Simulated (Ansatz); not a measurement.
Saddle point of Si$_{2}$H$_{4}$Cl$_{2}$, singlet (SiCl₂ + SiH₄ → Si₂H₄Cl₂ ([SiH3][SiH]([Cl])[Cl]); bonds formed: Si1–H4, Si1–Si5; bonds broken: H4–Si5), PBE0-D4/def2-TZVP structure:

| atom | x (Å) | y (Å) | z (Å) |
| --- | --- | --- | --- |
| Si1 | 0.3508 | -1.0812 | -0.6256 |
| Cl2 | -0.2266 | -2.8188 | 0.3302 |
| Cl3 | -0.4860 | -1.0987 | -2.5122 |
| H4 | -0.9361 | -0.1788 | 0.0264 |
| Si5 | 0.2647 | 0.9628 | 0.5603 |
| H6 | 1.5479 | 1.0028 | 1.3148 |
| H7 | -0.7809 | 1.3752 | 1.5401 |
| H8 | 0.2662 | 1.8367 | -0.6341 |

Energies are electronic, without zero-point energy. Barriers and step energies count from the start structure reached by relaxing down the imaginary mode; all methods use the PBE0-D4 structures, on which another method's saddle can fall below an end. Program: Ansatz 0.2.0. Basis: def2-TZVPP, with def2-QZVPP for the basis limit. Cores are frozen in the correlated methods. B3LYP uses VWN-RPA correlation. Extrapolation: Hartree–Fock as exp(−7.88 √X), correlation as X^−2.97.

| method | barrier (eV) | step energy (eV) |
| --- | --- | --- |
| SPW92 | 0.468 | -1.443 |
| PBE-D4 | 0.636 | -1.339 |
| BLYP-D4 | ? | -1.133 |
| r2SCAN-D4 | 0.604 | -1.530 |
| B97M-V | 0.637 | -1.447 |
| PBE0-D4 | 0.642 | -1.511 |
| B3LYP-D4 | 0.904 | -1.296 |
| r2SCAN0-D4 | 0.642 | -1.599 |
| BHLYP-D4 | 0.939 | -1.469 |
| CAM-B3LYP-D4 | 0.916 | -1.409 |
| wB97X-V | 0.789 | -1.560 |
| wB97M-V | 0.902 | -1.287 |
| B2PLYP | 0.902 | -1.373 |
| PBE-QIDH | 0.690 | -1.620 |
| RPA on PBE | ? | -1.311 |
| HF | ? | -1.528 |
| MP2 | 0.819 | -1.510 |
| CCSD | 0.905 | -1.446 |
| CCSD(T) | 0.853 | -1.421 |

(1) Fill in the withheld barriers. (To be estimated.)

No T1 diagnostic of these runs exceeds 0.013.

Answers

(1) The calculation gives: BLYP-D4 0.927; HF 1.213; RPA on PBE 0.887 eV. Each is the energy of the saddle less that of the start structure, by the same method.

For comparison, the barrier by CCSD(T) at an estimated basis limit (MP2 extrapolated from triple and quadruple zeta, plus CCSD(T) − MP2 in triple zeta) is 0.799 eV.

Losses and insertions of silylenes and their heavier kin drive the gas-phase chemistry of silicon and germanium vapour deposition.

Labels in which every atom is bracketed show which atoms are joined, not bond orders.

For scale, one of the runs: CCSD(T)/def2-TZVPP, 224 basis functions (an equivalent command: `ansatz run in.yaml --threads 4`). Time: 41 s of wall clock on 4 CPU threads; the host was shared. Peak host memory: 3.1 GiB.
